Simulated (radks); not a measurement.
Results of a calculation; reference values are marked as such.
Problem. Neutral chromium, [Ar] 3d5 4s1. Code: a radial shooting solver on a logarithmic mesh with Libxc functionals. Model: non-relativistic Kohn-Sham, LDA (Slater exchange, Perdew-Wang correlation), spin-polarised, spherical densities, point nucleus. Every spin shell is full or empty, so the densities are truly spherical. Functionals are evaluated on that one density, not self-consistently. Rank these exchange functionals by their error against the exact value of the orbitals, and give that value: LDA, PBEsol, revPBE, PW91, PW86, OPTX, WC, SOGGA, revTPSS, SCAN, MS2, Tao-Mo, TASK, MVS.

Solution. Exact: -47.5747 hartree. From best to worst, with 100 (|E| - |E exact|)/|E exact| (equal figures are ties): MS2 +0.11, Tao-Mo -0.11, MVS +0.11, revPBE +0.13, PW91 +0.29, revTPSS -0.35, SCAN +0.52, PW86 +0.62, OPTX +0.70, WC -0.93, TASK -2.61, PBEsol -2.69, SOGGA -2.71, LDA -6.40.
